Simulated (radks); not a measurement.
La9+, 48 electrons, occupied as [Kr] 4d(3/2: 4, 5/2: 5) 5s2 5p(1/2: 1, 3/2: 0) (not the ground configuration).

Calculated with a radial shooting solver on a logarithmic mesh with Libxc functionals: Dirac Kohn-Sham, relativistic LDA (MacDonald-Vosko exchange, VWN5 correlation), spin-unpolarised, spherical densities, finite nucleus; Fermi nuclear charge, rms radius 4.855 fm.

Energy parts (eV):
total: -230053.84
kinetic: 245473.11
electron-nucleus: -553096.70
Hartree: 82452.20
exchange-correlation: -4882.44

Orbitals (lengths in bohr, moments of r in powers of bohr; <r^-3> diverges for s and p1/2):
| orbital | occ. | eigenvalue (eV) | <r^2> | <r^-3> | <r^4> | <r> |
|---|---|---|---|---|---|---|
| 1s1/2 | 2 | -38619.74 | 0.0008603 | - | 1.947e-06 | 0.02517 |
| 2s1/2 | 2 | -6271.467 | 0.01364 | - | 0.0003215 | 0.1073 |
| 2p1/2 | 2 | -5930.603 | 0.01001 | - | 0.0002022 | 0.09012 |
| 2p3/2 | 4 | -5521.623 | 0.01127 | 6637 | 0.0002498 | 0.09619 |
| 3s1/2 | 2 | -1448.952 | 0.09333 | - | 0.01321 | 0.2856 |
| 3p1/2 | 2 | -1303.855 | 0.08797 | - | 0.01230 | 0.2751 |
| 3p3/2 | 4 | -1223.972 | 0.09557 | 1330 | 0.01443 | 0.2871 |
| 3d3/2 | 4 | -967.6786 | 0.07843 | 217.8 | 0.01111 | 0.2577 |
| 3d5/2 | 6 | -950.4796 | 0.08059 | 198.8 | 0.01168 | 0.2615 |
| 4s1/2 | 2 | -395.9605 | 0.4757 | - | 0.3271 | 0.6495 |
| 4p1/2 | 2 | -341.9457 | 0.5053 | - | 0.3783 | 0.6670 |
| 4p3/2 | 4 | -324.3116 | 0.5445 | 294.8 | 0.4384 | 0.6926 |
| 4d3/2 | 4 | -234.7115 | 0.6312 | 40.90 | 0.6282 | 0.7397 |
| 4d5/2 | 5 | -231.5360 | 0.6455 | 37.09 | 0.6562 | 0.7482 |
| 5s1/2 | 2 | -149.8639 | 2.106 | - | 6.110 | 1.376 |
| 5p1/2 | 1 | -131.6873 | 2.384 | - | 7.890 | 1.462 |
| 5p3/2 | 0 | -127.5453 | 2.527 | 70.04 | 8.838 | 1.505 |

The highest occupied level is 5p1/2 at -131.69 eV. Summed over all electrons, <r^2> = 18.12 bohr^2, which gives a Langevin (diamagnetic) susceptibility term of -14.4 x 10^-6 cm^3/mol. The density falls to 0.001 e/bohr^3 at r = 2.67 bohr. The electron density at the nucleus is 3.476e+05 e/bohr^3.
